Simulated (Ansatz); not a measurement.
Coupled-cluster diagnostics for Ca3 (the lowest singlet isomer of a short search), Ansatz.

Geometry of the singlet (PBE0/def2-TZVP):

Cartesian coordinates in Å:
```
Ca 0.245 -0.644 2.159
Ca -0.053 -1.556 -1.650
Ca -0.192 2.200 -0.508
```

Correlated methods freeze 15 core orbitals; core or outer-core shells of Ca are correlated, in sets that lack core-valence functions. At PBE0/def2-TZVP a singlet of charge 0 lies 0.51 eV below the triplet, each at its own geometry. At PBE0/def2-TZVP a singlet of charge 0 lies 1.13 eV below the quintet, each at its own geometry. The structure comes from a short search, and lower isomers may exist.

Geometry of the charge 0 triplet (PBE0/def2-TZVP):

```tsv
atom	x (Å)	y (Å)	z (Å)
Ca1	-1.277	0.914	-1.314
Ca2	2.169	-0.207	-0.388
Ca3	-0.892	-0.707	1.702
```

Geometry of the charge 0 quintet (PBE0/def2-TZVP):

Cartesian coordinates in Å:
```
Ca 1.1158 1.6094 0.4086
Ca -1.3714 0.0766 -1.4547
Ca 0.2556 -1.6860 1.0460
```

(1) Estimate the CCSD(T) correlation energy, the shares of MP2 and (T), T1 and the reference's ⟨S²⟩ for: charge 0, singlet, own geometry in def2-TZVPP; charge 0, singlet, own geometry in def2-TZVPD; charge 0, triplet, own geometry in def2-TZVPP; charge 0, quintet, own geometry in def2-TZVPP; charge 1, doublet, vertical in def2-TZVPP; charge -1, doublet, vertical in def2-TZVPD; and the rough time on 4 threads of Arm Neoverse V2 on a shared host.

Results:

(1) 
```
                          state       basis  correlation (eV)  MP2 share (%)  (T) share (%)     T1  ⟨S²⟩ (pure)  wall time                      remarks
charge 0, singlet, own geometry  def2-TZVPP           -19.053           89.6            2.9  0.015  0.00 (0.00)      5.5 s      restricted SCF unstable
charge 0, singlet, own geometry  def2-TZVPD           -19.053           89.6            2.9  0.015  0.00 (0.00)      5.5 s      restricted SCF unstable
charge 0, triplet, own geometry  def2-TZVPP           -18.325           86.7            2.9  0.063  2.83 (2.00)       10 s  large T1, spin-contaminated
charge 0, quintet, own geometry  def2-TZVPP           -17.987           86.5            2.9  0.070  6.26 (6.00)        9 s  large T1, spin-contaminated
    charge 1, doublet, vertical  def2-TZVPP           -17.855           87.1            2.5  0.062  1.49 (0.75)       11 s  large T1, spin-contaminated
   charge -1, doublet, vertical  def2-TZVPD           -18.713           83.5            3.4  0.091  2.60 (0.75)      9.5 s  large T1, spin-contaminated
```
Customary marks for T1 are 0.02 (closed shells), 0.045 (open shells) and about 0.05 (3d metals). T1 exceeds 0.02 in 4 of 6 rows and 0.045 in 4; the higher it lies, the less the single-reference result can be trusted.
